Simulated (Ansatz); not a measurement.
Ligand exchange: how K changes with temperature for H3NO + SiH3(SnH3) ⇌ SiH3(OH) + SnH3(NH2)

Species: H3NO `NO`, singlet; SiH3(SnH3), singlet; SiH3(OH) (silanol), singlet; SnH3(NH2), singlet. The partners trade NH2 for SiH3: O–NH2 and Sn–SiH3 bonds give way to O–SiH3 and Sn–NH2.

The electronic reaction energy at CCSD(T)/def2-TZVPP is -278.7 kJ/mol. Shapes: PBE0-D4/def2-TZVP. Flexible molecules stand in one conformer, not always the lowest. Programs: Ansatz 0.2.0. Enthalpy and entropy come from rigid-rotor, harmonic-oscillator sums on unscaled PBE0-D4/def2-TZVP wavenumbers, ideal gases at 1 bar. Symmetry numbers: H3NO 1, SiH3(SnH3) 3, SiH3(OH) 1, SnH3(NH2) 1. R = 8.3145 J/(mol K).

```
T (K)  ΔH (kJ/mol)  ΔS (J/(mol K))
  700       -281.8            +9.7
 1000       -280.8           +10.8
 1300            ?               ?
```

Problem. Work out ln K at 700 and 1000 K, and from these estimate it at 1300 K.

Solution. 
1. 700 K: ΔG = -281.8 − 700 × (+9.7)/1000 = -288.6 kJ/mol; ln K = −ΔG/RT = +49.59.
2. 1000 K: ΔG = -280.8 − 1000 × (+10.8)/1000 = -291.6 kJ/mol; ln K = −ΔG/RT = +35.07.
3. Slope against 1000/T: (+35.07 − (+49.59))/(1.0000 − 1.4286) = +33.88, that is −ΔH/R with ΔH near -282 kJ/mol.
4. 1300 K: ln K = +49.59 + (+33.88) × (0.7692 − 1.4286) = +27.25.

The full sums give ΔH = -280.2 kJ/mol, ΔS = +11.4 J/(mol K), ΔG = -295.0 kJ/mol and ln K = +27.29 at 1300 K, so the line is off by -0.04 in ln K; without rounding the miss is -0.02, from the change of ΔH with temperature. The products are favoured over this whole range. An error of 10 kJ/mol in the energy moves ln K by 0.9 at 1300 K. Soft modes are treated as harmonic, which can err either way at these temperatures; the lowest are those of SiH3(SnH3) (90 cm⁻¹), SiH3(OH) (197 cm⁻¹), SnH3(NH2) (124 cm⁻¹). Other conformers aren't counted. For atoms past krypton def2 sets carry core potentials with scalar relativity. Outer-core shells of Sn are correlated, in sets that cover them unevenly.
